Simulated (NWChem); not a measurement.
The numbers come from NWChem runs, not from measurements. System: BeF2, charge 0, spin multiplicity 1, at a geometry optimised with B3LYP/def2-SVP. The structure started from a generated list of species. Level: RHF/STO-3G.

Input file:

```
start mol
memory heap 200 mb stack 900 mb global 1100 mb
geometry units angstroms nocenter noautoz
  Be     0.000000     0.000000     0.000000
  F      0.000000     0.000000     1.386504
  F      0.000000     0.000000    -1.386504
  symmetry group D2h
end
basis spherical
  * library sto-3g
end
scf
  rhf
  nopen 0
  maxiter 100
  thresh 1e-7
  semidirect memsize 60000000 filesize 0
end
task scf energy
```

Output (cleaned and shortened):

```
             Northwest Computational Chemistry Package (NWChem) 7.3.0
             --------------------------------------------------------

                                NWChem Input Module
                                -------------------

 Scaling coordinates for geometry "geometry" by  1.889725989
 (inverse scale =  0.529177249)

 Turning off AUTOSYM since
 SYMMETRY directive was detected!

                             Geometry "geometry" -> ""
                             -------------------------

 Output coordinates in angstroms (scale by  1.889725989 to convert to a.u.)

  No.       Tag          Charge          X              Y              Z
 ---- ---------------- ---------- -------------- -------------- --------------
    1 Be                   4.0000     0.00000000     0.00000000     0.00000000
    2 F                    9.0000     0.00000000     0.00000000     1.38650400
    3 F                    9.0000     0.00000000     0.00000000    -1.38650400

 Effective nuclear repulsion energy (a.u.)      42.9370852969

            Nuclear Dipole moment (a.u.)
            ----------------------------
        X                 Y               Z
 ---------------- ---------------- ----------------
     0.0000000000     0.0000000000     0.0000000000

      Symmetry information
      --------------------

 Group name             D2h
 Group number             26
 Group order               8
 No. of unique centers     2

      Symmetry unique atoms

     1    2


 Summary of "ao basis" -> "" (spherical)
 ------------------------------------------------------------------------------
       Tag                 Description            Shells   Functions and Types
 ---------------- ------------------------------  ------  ---------------------
 *                           sto-3g                   on all atoms

 Summary of "ao basis" -> "ao basis" (spherical)
 ------------------------------------------------------------------------------
       Tag                 Description            Shells   Functions and Types
 ---------------- ------------------------------  ------  ---------------------
 Be                          sto-3g                  3        5   2s1p
 F                           sto-3g                  3        5   2s1p

                                 NWChem SCF Module
                                 -----------------

  ao basis        = "ao basis"
  functions       =    15
  atoms           =     3
  closed shells   =    11
  open shells     =     0
  charge          =   0.00
  wavefunction    = RHF
  use symmetry    = T
  symmetry adapt  = T

 Summary of "ao basis" -> "ao basis" (spherical)
 ------------------------------------------------------------------------------
       Tag                 Description            Shells   Functions and Types
 ---------------- ------------------------------  ------  ---------------------
 Be                          sto-3g                  3        5   2s1p
 F                           sto-3g                  3        5   2s1p

      Symmetry analysis of basis
      --------------------------

        ag          5
        au          0
        b1g         0
        b1u         4
        b2g         1
        b2u         2
        b3g         1
        b3u         2

 Forming initial guess at       0.0s

      Superposition of Atomic Density Guess
      -------------------------------------

 Sum of atomic energies:        -210.35476287

      Non-variational initial energy
      ------------------------------
[...]
 !! scf_movecs_sym_adapt:    6 vectors were symmetry contaminated

  Symmetry fudging

 !! scf_movecs_sym_adapt:    6 vectors were symmetry contaminated

  Numbering of irreducible representations:

     1 ag          2 au          3 b1g         4 b1u         5 b2g
     6 b2u         7 b3g         8 b3u

  Orbital symmetries:

     1 b1u         2 ag          3 ag          4 ag          5 b1u
     6 ag          7 b1u         8 b2u         9 b3u        10 b3g
    11 b2g        12 ag         13 b2u        14 b3u        15 b1u

 Starting SCF solution at       0.1s

 ----------------------------------------------
         Quadratically convergent ROHF

 Convergence threshold     :          1.000E-07
 Maximum no. of iterations :          100
 Final Fock-matrix accuracy:          1.000E-09
 ----------------------------------------------

              iter       energy          gnorm     gmax       time
             ----- ------------------- --------- --------- --------
                 1     -210.5599363007  8.27D-01  4.58D-01      0.1
                 2     -210.6370113424  1.32D-01  9.71D-02      0.1
                 3     -210.6390767122  7.16D-03  5.18D-03      0.1
                 4     -210.6390865153  1.70D-05  1.20D-05      0.1
                 5     -210.6390865154  8.95D-09  4.78D-09      0.1

       Final RHF  results
       ------------------

         Total SCF energy =   -210.639086515365
      One-electron energy =   -382.752362974740
      Two-electron energy =    129.176191162495
 Nuclear repulsion energy =     42.937085296881

        Time for solution =      0.0s

       Symmetry analysis of molecular orbitals - final
       -----------------------------------------------

  Numbering of irreducible representations:

     1 ag          2 au          3 b1g         4 b1u         5 b2g
     6 b2u         7 b3g         8 b3u

  Orbital symmetries:

     1 b1u         2 ag          3 ag          4 b1u         5 ag
     6 ag          7 b1u         8 b3u         9 b2u        10 b2g
    11 b3g        12 b3u        13 b2u        14 ag         15 b1u

             Final eigenvalues
             -----------------

              1
    1  -25.9177
    2  -25.9170
    3   -4.5552
    4   -1.4515
    5   -1.4456
    6   -0.5173
    7   -0.5129
    8   -0.5075
    9   -0.5075
   10   -0.4339
   11   -0.4339
   12    0.3213
   13    0.3213
   14    0.3386
   15    0.8677

                       ROHF Final Molecular Orbital Analysis
                       -------------------------------------

 Vector    9  Occ=2.000000D+00  E=-5.074723D-01  Symmetry=b2u
              MO Center= -1.8D-51,  3.9D-19,  2.4D-16, r^2= 2.1D+00
   Bfn.  Coefficient  Atom+Function         Bfn.  Coefficient  Atom+Function
  ----- ------------  ---------------      ----- ------------  ---------------
     9      0.613478  2 F  py                14      0.613478  3 F  py
     4      0.336323  1 Be py

 Vector   10  Occ=2.000000D+00  E=-4.339124D-01  Symmetry=b2g
              MO Center=  1.3D-31,  4.3D-61, -1.4D-17, r^2= 2.2D+00
   Bfn.  Coefficient  Atom+Function         Bfn.  Coefficient  Atom+Function
  ----- ------------  ---------------      ----- ------------  ---------------
     8      0.707178  2 F  px                13     -0.707178  3 F  px

 Vector   11  Occ=2.000000D+00  E=-4.339124D-01  Symmetry=b3g
              MO Center= -1.3D-52,  5.4D-31, -2.4D-16, r^2= 2.2D+00
   Bfn.  Coefficient  Atom+Function         Bfn.  Coefficient  Atom+Function
  ----- ------------  ---------------      ----- ------------  ---------------
     9      0.707178  2 F  py                14     -0.707178  3 F  py

 Vector   12  Occ=0.000000D+00  E= 3.213103D-01  Symmetry=b3u
              MO Center= -6.2D-24,  1.2D-50,  5.7D-18, r^2= 1.7D+00
   Bfn.  Coefficient  Atom+Function         Bfn.  Coefficient  Atom+Function
  ----- ------------  ---------------      ----- ------------  ---------------
     3      0.970853  1 Be px                 8     -0.389067  2 F  px
    13     -0.389067  3 F  px

 Vector   13  Occ=0.000000D+00  E= 3.213103D-01  Symmetry=b2u
              MO Center= -8.4D-57,  4.2D-24, -4.5D-17, r^2= 1.7D+00
   Bfn.  Coefficient  Atom+Function         Bfn.  Coefficient  Atom+Function
  ----- ------------  ---------------      ----- ------------  ---------------
     4      0.970853  1 Be py                 9     -0.389067  2 F  py
    14     -0.389067  3 F  py

 Vector   14  Occ=0.000000D+00  E= 3.386310D-01  Symmetry=ag
              MO Center=  5.8D-19, -3.9D-19, -4.5D-17, r^2= 1.9D+00
   Bfn.  Coefficient  Atom+Function         Bfn.  Coefficient  Atom+Function
  ----- ------------  ---------------      ----- ------------  ---------------
     2      1.129628  1 Be s                 10      0.421459  2 F  pz
    15     -0.421459  3 F  pz                 7     -0.392181  2 F  s
    12     -0.392181  3 F  s                  1     -0.245154  1 Be s

 center of mass
 --------------
 x =   0.00000000 y =   0.00000000 z =   0.00000000

 moments of inertia (a.u.)
 ------------------
         260.847661802334           0.000000000000           0.000000000000
           0.000000000000         260.847661802334           0.000000000000
           0.000000000000           0.000000000000           0.000000000000

  Mulliken analysis of the total density
  --------------------------------------

    Atom       Charge   Shell Charges
 -----------   ------   -------------------------------------------------------
    1 Be   4     3.57   1.99  0.47  1.12
    2 F    9     9.21   2.00  1.93  5.29
    3 F    9     9.21   2.00  1.93  5.29

       Multipole analysis of the density wrt the origin
       ------------------------------------------------

     L   x y z        total         open         nuclear
     -   - - -        -----         ----         -------
     0   0 0 0     -0.000000      0.000000     22.000000

     1   1 0 0      0.000000      0.000000      0.000000
     1   0 1 0     -0.000000      0.000000      0.000000
     1   0 0 1     -0.000000      0.000000      0.000000

     2   2 0 0     -8.522804      0.000000      0.000000
     2   1 1 0      0.000000      0.000000      0.000000
     2   1 0 1     -0.000000      0.000000      0.000000
     2   0 2 0     -8.522804      0.000000      0.000000
     2   0 1 1     -0.000000      0.000000      0.000000
     2   0 0 2    -12.615127      0.000000    123.569825

 Task  times  cpu:        0.1s     wall:        0.1s

 Total times  cpu:        0.1s     wall:        0.1s
```
